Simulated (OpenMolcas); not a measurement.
An atom or ion with 49 electrons was computed by SS-RASPT2, IPEA 0.25 Eh, imaginary shift 0.1 Eh with spin-orbit coupling (OpenMolcas, ANO-RCC-VTZP, DKH2). The lowest levels that the run gave, each within 12 % of the measured value where one is at hand:

```csv
J,Parity,E (cm-1),g
1/2,odd,0.0,0.666
3/2,odd,2150,1.334
1/2,even,34690,2.671
3/2,even,35420,1.734
5/2,even,36590,1.598
```

**Question.** Which ion is it, and what are the configurations and terms?

**Answer.** In (Z = 49, neutral; active space 3 electrons in 9 orbitals (RAS2 5s 5p; RAS3 5d, at most 2 electrons)). J, parity and g give the terms where levels are pure, and mixed ones are named by the computed weights; the size of the splittings, set against known spectra of the 49-electron sequence, gives the charge. In order, with the measured energies in cm-1 (NIST Handbook of Basic Atomic Spectroscopic Data): 5s2 5p 2P* 1/2, 5s2 5p 2P* 3/2 (2213), 5s 5p2 4P 1/2 (34978), 5s 5p2 4P 3/2 (36021), 5s 5p2 4P 5/2 (37452).

Some high roots are left out of the spin-orbit mixing, which shifts the levels that they would mix with. Active for correlation alone: 5d; no level in the range computed is led by a configuration that fills it, so any true level of that kind is missing. Computed and measured levels are paired by configuration, term and J; levels that our copy of the source lacks, or whose pairing is in doubt (as where it misses far off the trend of its configuration), stay unpaired and out of the deviations. Only configurations of the active space appear.

* marks odd parity.
